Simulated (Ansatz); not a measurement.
Calculated with Ansatz (gas phase, PBE0-D4/def2-TZVP geometries, no zero-point term in ΔE). CCSD(T)/CBS is the MP2 limit (def2-TZVPP, def2-QZVPP) plus CCSD(T) − MP2 in def2-TZVPP, frozen cores. This one scheme is used for every species. Functionals use def2-TZVPP. B3LYP here is the variant with VWN-RPA as its local correlation; programs differ in this. For Se outer-core shells are correlated without core-valence functions, which leaves a few kJ/mol of doubt a bond. Scalar relativity is left out up to krypton. One conformer a species, not always the lowest.

Reaction (formal exchange of groups at the Se–Si bond): `O[Si](O)(F)[SeH]` + `[SeH][SiH]([SeH])[SeH]` → `[SeH][Si]([SeH])([SeH])[SeH]` + `O[SiH](O)F`

```csv
level,ΔE (kJ/mol),difference from CCSD(T)/CBS
PBE-D4,-9.9,-0.1
r2SCAN-D4,-4.9,4.9
PBE0-D4,-8.3,1.5
B3LYP-D4,-10.7,-0.9
ωB97X-V,-4.1,5.7
ωB97M-V,-5.7,4.1
B2PLYP,-7.7,2.1
PBE,-5.4,4.4
r2SCAN,-3.9,5.9
PBE0,-4.0,5.8
B3LYP,-3.1,6.7
HF/def2-TZVPP,2.2,12.0
MP2/def2-TZVPP,-16.9,-7.1
SCS-MP2/def2-TZVPP,-13.5,-3.7
CCSD/def2-TZVPP,-6.5,3.3
CCSD(T)/def2-TZVPP,-8.9,0.9
HF/def2-QZVPP,2.7,12.5
MP2/def2-QZVPP,-17.2,-7.4
SCS-MP2/def2-QZVPP,-13.6,-3.8
HF/CBS(def2),2.8,12.6
MP2/CBS(def2),-17.7,-7.9
CCSD/CBS(def2),-7.3,2.5
CCSD(T)/CBS,-9.8,0
```

Largest T1 diagnostic among the species: 0.011.

The D4 term adds −7.6 kJ/mol with B3LYP and −4.3 kJ/mol with PBE0; it sums over pairs of atoms, weighted by their polarisabilities, and B3LYP, whose exchange is more repulsive, gets the larger term. In def2-TZVPP, CCSD(T) changes the Hartree–Fock value by −11.2 kJ/mol (the triples alone add −2.5 kJ/mol) and MP2 by −19.1 kJ/mol.
